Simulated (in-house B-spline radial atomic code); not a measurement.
The numbers below are computed, except where a source is named.
## Making a Troullier-Martins s channel for P, r_c = 1.78 bohr

P, [Ne] 3s2 3p3, non-relativistic PBE, spherical and spin-unpolarised, from an all-electron radial atomic-structure program (B-spline basis) (atomic units). The all-electron 3s level is ε = -0.510642 hartree, its outermost node lies just inside 0.67 bohr and its outer maximum at 1.57 bohr.

Inside r_c the pseudo-orbital is u(r) = r^1 exp(p(r)), with p = c0 + c2 r² + c4 r⁴ + … + c12 r¹². The seven coefficients follow from p and its first four derivatives at r_c, from zero curvature of the screened potential at the origin, c4 = −c2²/(2l + 5), and from the norm inside r_c. At r_c the all-electron orbital has P = 0.7718425, P' = -0.1879506, the screened potential V = -0.9789583, V' = 1.168642, V'' = -1.7594, and the norm inside is Q = 0.4878102.

Problem. What are p, p' and p'' at r_c?

Solution. p = ln(P/r_c^1) = ln(0.7718425/1.78) = -0.83559. p' = P'/P − 1/r_c = -0.24351 − 0.56180 = -0.80531. The radial equation gives p'' = 2(V − ε) − 2(1) p'/r_c − p'² = -0.93663 − (-0.90484) − 0.64852 = -0.68031. Differentiating, p''' = 2V' + 2(1)p'/r_c² − 2(1)p''/r_c − 2p'p'' = 1.4976, and p'''' = 2V'' − 4(1)p'/r_c³ + 4(1)p''/r_c² − 2(1)p'''/r_c − 2p''² − 2p'p''' = -4.0028.

For a trial c2 the five matching conditions are linear in c0, c6, c8, c10 and c12, and c2 is varied until the norm inside r_c equals Q. The root nearest zero gives:

```json
{"n": "0", "c_n": "-1.078747"}
{"n": "2", "c_n": "0.6421458"}
{"n": "4", "c_n": "-0.08247025"}
{"n": "6", "c_n": "-0.1756186"}
{"n": "8", "c_n": "0.0845432"}
{"n": "10", "c_n": "-0.0155589"}
{"n": "12", "c_n": "0.001057987"}
```

Problem. Check c4 and p(r_c), and find the screened pseudopotential at the origin.

Solution. −c2²/5 = -0.0824703, as listed. The terms c_n r_c^n are -1.07875, 2.03457, -0.82790, -5.58587, 8.51998, -4.96797, 1.07034, which sum to -0.83559. Inverting the radial equation, V_l(r) = ε + 1 p'/r + (p'' + p'²)/2, so V_l(0) = ε + (2l + 3) c2 = -0.510642 + 3 × (0.642146) = 1.4158 hartree, finite where the all-electron potential diverges.

Orbitals and screened potentials:

```csv
r (bohr),P,u,V all-electron,V pseudo
0.178,-0.1219,0.06176,-53.03,1.412
0.445,-0.3223,0.1711,-12.99,1.269
0.712,0.0954,0.3224,-5.665,0.6094
0.979,0.4863,0.5193,-3.083,-0.6302
1.246,0.7101,0.7032,-1.959,-1.591
1.513,0.7894,0.7884,-1.365,-1.456
1.78,0.7718,0.7718,-0.979,-0.979
```

Logarithmic derivatives P'/P at R = 2.08 bohr, for energies E around ε:

```json
{"E − ε (hartree)": "-0.5", "all-electron": "0.483765", "pseudo": "0.480437"}
{"E − ε (hartree)": "-0.25", "all-electron": "0.0838223", "pseudo": "0.0824189"}
{"E − ε (hartree)": "-0.1", "all-electron": "-0.225449", "pseudo": "-0.225795"}
{"E − ε (hartree)": "0", "all-electron": "-0.47559", "pseudo": "-0.475629"}
{"E − ε (hartree)": "0.1", "all-electron": "-0.775411", "pseudo": "-0.775993"}
{"E − ε (hartree)": "0.25", "all-electron": "-1.3654", "pseudo": "-1.37091"}
{"E − ε (hartree)": "0.5", "all-electron": "-3.15062", "pseudo": "-3.21469"}
```

Problem. With P(R) = 0.6908722 and a norm of 0.6499754 inside R, what slope in energy does norm conservation fix?

Solution. d(P'/P)/dE = −2 × (norm inside R)/P(R)² = -2.7235 per hartree·bohr at E = ε, for both atoms, since orbital and norm agree at R. Differences over ±0.1 hartree give -2.7498 (all-electron) and -2.7510 (pseudo), which also hold third-order terms. Half a hartree below ε the two curves differ by -0.0033.
